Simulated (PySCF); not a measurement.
# How methods differ on the excitation energy of Re

Re [Xe] 4f14 5d5 6s2 (6S) → Re [Xe] 4f14 5d6 6s1 (6D), as a difference of total energies. Calculation: PySCF 2.14, in aug-cc-pVQZ-PP with ECP60MDF (7s7p6d4f3g2h, 135 functions); a scalar-relativistic core potential. Correlated levels: valence: 5s2 5p6 frozen. The calculations carry no spin-orbit coupling.

```json
{"method": "UHF", "excitation energy (cm⁻¹)": "14907", "error (cm⁻¹)": "+717"}
{"method": "LDA", "excitation energy (cm⁻¹)": "11831", "error (cm⁻¹)": "-2359"}
{"method": "PBE", "excitation energy (cm⁻¹)": "9874.9", "error (cm⁻¹)": "-4315"}
{"method": "PBE0", "excitation energy (cm⁻¹)": "10485", "error (cm⁻¹)": "-3704"}
{"method": "r2SCAN", "excitation energy (cm⁻¹)": "10295", "error (cm⁻¹)": "-3894"}
{"method": "r2SCAN0", "excitation energy (cm⁻¹)": "11235", "error (cm⁻¹)": "-2954"}
{"method": "PBEsol", "excitation energy (cm⁻¹)": "9953.9", "error (cm⁻¹)": "-4236"}
{"method": "PW91", "excitation energy (cm⁻¹)": "9726.6", "error (cm⁻¹)": "-4463"}
{"method": "MP2 (valence)", "excitation energy (cm⁻¹)": "13158", "error (cm⁻¹)": "-1032"}
{"method": "SCS-MP2 (valence)", "excitation energy (cm⁻¹)": "12999", "error (cm⁻¹)": "-1191"}
```

Reference: 14190 cm⁻¹ (measured; NIST levels, between the centres of gravity of the two terms).
